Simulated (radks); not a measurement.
Results of a calculation; reference values are marked as such.
Q: These are the eigenvalues of the occupied orbitals of an atom or ion with whole-number occupations (Ry). Code: a radial shooting solver on a logarithmic mesh with Libxc functionals. Model: scalar-relativistic Kohn-Sham, r2SCAN, spin-polarised, spherical densities, finite nucleus; meta-GGA in the generalised Kohn-Sham scheme; Fermi nuclear charge, rms radius of each element as measured or else 0.836 A^(1/3) + 0.57 fm.

orbital  eigenvalue
1s up     -935.7578
1s down   -935.6627
2s up     -178.5328
2s down   -178.4450
2p up     -165.4788
2p down   -165.3676
3s up     -69.09971

Which element is it, and in what charge state? The configuration may be excited. Open shells, if any, are filled with parallel spins first.

A: Z = 33, arsenic, charge +22: As22+ in [Ne] 3s1. The list shows which subshells hold electrons but not how many an open one holds; the 1s level, -467.88 hartree, gives Z - s = 30.6 by -(Z - s)^2/2, which with screening and relativity narrows Z to a few neighbours, and the depths of the outer levels then fix element, charge and occupations together.
